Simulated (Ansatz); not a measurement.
Basis sets compared for Si(NCS)H3 (CH3NSSi). The state is a singlet with charge 0. Geometry PBE-D4/def2-SVP. Ansatz on 4 threads of Intel Xeon on a shared host; times are rough, and most runs start from earlier orbitals.

Cartesian coordinates in Å:
```
Si -0.401 -0.991 0.287
N 0.231 0.562 -0.155
C 0.667 1.643 -0.473
S 1.238 3.060 -0.889
H -1.900 -0.912 0.323
H 0.128 -1.363 1.641
H 0.037 -2.000 -0.734
```

Binding counts from free atoms (Si triplet, N quartet, C triplet, S triplet, H doublet) in the same basis, without a counterpoise term.

| level | functions | energy (Eh) | HOMO (eV) | LUMO (eV) | binding per atom (eV) | wall time |
| --- | --- | --- | --- | --- | --- | --- |
| PBE-D4/def2-SVP | 79 | -781.6517 | -6.26 | -1.36 | 3.94 | 1.8 s |
| PBE0-D4/def2-SVP | 79 | -781.7093 | -7.44 | -0.51 | 3.81 | 2.6 s |

Task: Estimate the rows for PBE-D4/def2-TZVP, PBE0-D4/def2-TZVP.

Result: 
| level | functions | energy (Eh) | HOMO (eV) | LUMO (eV) | binding per atom (eV) | wall time |
| --- | --- | --- | --- | --- | --- | --- |
| PBE-D4/def2-TZVP | 154 | -781.9993 | -6.42 | -1.62 | 3.93 | 3.1 s |
| PBE0-D4/def2-TZVP | 154 | -782.0548 | -7.54 | -0.74 | 3.81 | 3.5 s |
